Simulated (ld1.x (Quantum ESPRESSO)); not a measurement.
## Os (Z = 76): one change to an ultrasoft potential, before and after

ld1.x (Quantum ESPRESSO) 7.5 input, shortened:

```
&input
   title='Os', zed=76., rel=1, dft='PBESOL', iswitch=3,
   config='[Xe] 4f14 5d6 6s1.75 6p0.25'
 /
 &inputp
   pseudotype=3, tm=.true., lloc=-1, rcloc=1.55,
   nlcc=.true.,
   which_augfun='PSQ', rmatch_augfun=1.95
 /
6
6S  1  0   1.75   0.00  2.10  2.50  0.0
6S  1  0   0.00   0.35  2.10  2.50  0.0
6P  2  1   0.25   0.00  2.40  3.05  0.0
6P  2  1   0.00   0.65  2.40  3.05  0.0
5D  3  2   6.00   0.00  1.90  2.00  0.0
5D  3  2   0.00   0.25  1.90  2.00  0.0
 &test
   configts(1)='5d6 6s1.75 6p0.25'
 /
```

All-electron outer shells of the reference configuration (PBEsol, scalar-relativistic, ld1.x):

```json
{"shell": "4f", "level (eV)": "-52.50", "outermost node (bohr)": "–", "outermost maximum (bohr)": "0.40"}
{"shell": "5p", "level (eV)": "-51.34", "outermost node (bohr)": "0.55", "outermost maximum (bohr)": "1.03"}
{"shell": "5d", "level (eV)": "-6.73", "outermost node (bohr)": "0.60", "outermost maximum (bohr)": "1.36"}
{"shell": "6s", "level (eV)": "-6.52", "outermost node (bohr)": "1.20", "outermost maximum (bohr)": "2.48"}
{"shell": "6p", "level (eV)": "-1.48", "outermost node (bohr)": "1.43", "outermost maximum (bohr)": "3.47"}
```

Change: all radii but the core radius scaled by about 1.19 (s 2.98, p 3.62, d 2.38 bohr, rcut 2.50/2.86/2.26); local potential all-electron potential smoothed inside 1.84 bohr (lloc = -1); augmentation PSQ, radius 2.32 bohr.

Cutoffs: the cutoffs (Ry, on a coarse ladder) from which the occupation-weighted sum of valence levels, in a spherical-Bessel basis at the reference potential, stays within 10 and 1 mRy of its value at 400 Ry; they do not see the model core or the augmentation charge, which bear on the density cutoff. Errors are all-electron minus pseudo energies relative to the spin-unpolarised reference configuration.

**Question.** Predict the effect on cutoff, ghosts and configuration errors.

**Answer.** The potential gets softer (25 Ry and 40 Ry → 18 Ry and 30 Ry); the bound ghosts move from p, s to s; of the 7 tests that both files solve, the error grows in 6 and shrinks in 0 by more than 15 % and 0.3 meV (median size 12.3 → 35.6 meV). A larger radius leaves more room for a smooth pseudo-wave, so fewer plane waves are needed. More of the atom is replaced by a form fitted at one configuration, so other configurations suffer.

| quantity | base | changed |
| --- | --- | --- |
| cutoff, loose | 25 Ry | 18 Ry |
| cutoff, tight | 40 Ry | 30 Ry |
| loose cutoff by channel (10 mRy a level) | s 6 Ry, p 6 Ry, d 21 Ry | s 6 Ry, p 6 Ry, d 15 Ry |
| bound ghosts | s, p | s |
| error for 5d6 6s2 6p0, meV [ΔE -1.25 eV] | +0.3 | 0.0 |
| error for 5d6 6s1 6p0, meV [ΔE 8.38 eV] | -5.1 | -10 |
| error for 5d6 6s0 6p0, meV [ΔE 25.32 eV] | -25 | -47 |
| error for 5d6 6s1.5 6p0, meV [ΔE 2.69 eV] | -1.3 | -2.1 |
| error for 5d6.5 6s1.5 6p0, meV [ΔE -1.19 eV] | -12 | -36 |
| error for 5d5 6s2 6p0, meV [ΔE 9.87 eV] | -66 | -188 |
| error for 5d7 6s1 6p0, meV [ΔE -0.92 eV] | -43 | -137 |
| lowest overlap eigenvalue by channel | s 0.26, p 0.34, d 0.93 | s 0.18, p 0.33, d 0.81 |

Changed file: These tests converged, but a pseudo level misses the all-electron one widely, so the file describes the atom poorly there or has found another state: 5d6 6s0 6p0: empty 6p by 2.2 eV (a node warning on the way). A true bound ghost makes a file unfit for plane-wave use even where its test errors are small: the radial tests pick states by their node count and pass the ghost by.
